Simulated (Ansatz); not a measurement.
**Ligand exchange: MgH(NH2) + SiH(NH2)2(SiH3) → Mg(NH2)2 + SiH2(NH2)(SiH3)**

Species: MgH(NH2), singlet; SiH(NH2)2(SiH3), singlet; Mg(NH2)2, singlet; SiH2(NH2)(SiH3), singlet. The partners trade H for NH2: Mg–H and Si–NH2 bonds give way to Mg–NH2 and Si–H.

Shapes, held fixed at every level: PBE0-D4/def2-TZVP. Flexible molecules stand in one conformer, not always the lowest. Programs: Ansatz 0.2.0. Electronic energies: no zero-point or thermal term.

(1) Estimate ΔE of this reaction.

Results:

(1) The highest level, CCSD(T)/def2-TZVPP, gives ΔE = +2.7 kJ/mol; the levels span -12.0 to +10.1. That is about zero within the method's error. They disagree on the sign: 7 of 8 are positive. The column of differences is taken from that level and isn't an error. No measured value is set beside it here. Correlated rows may include outer-core shells of Mg, which these sets cover unevenly. Times are processor times on shared x86 and Arm servers, and rough.

```csv
level,kind,ΔE (kJ/mol),less CCSD(T)/def2-TZVPP,CPU time (sum over the molecules)
r2SCAN-D4/def2-TZVPP,meta-GGA,+5.7,+3.0,58 s
B3LYP-D4/def2-TZVPP,global hybrid,+7.2,+4.5,52 s
BHLYP-D4/def2-TZVPP,global hybrid,+10.1,+7.4,38 s
r2SCAN0-D4/def2-TZVPP,global hybrid,+7.7,+5.0,52 s
wB97X-V/def2-TZVPP,range-separated hybrid,+7.2,+4.5,82 s
MP2/def2-SVP,perturbation theory,-12.0,-14.7,–
CCSD/def2-TZVPP,coupled cluster or CI,+2.2,-0.5,–
CCSD(T)/def2-TZVPP,coupled cluster or CI,+2.7,0.0,10 min
```
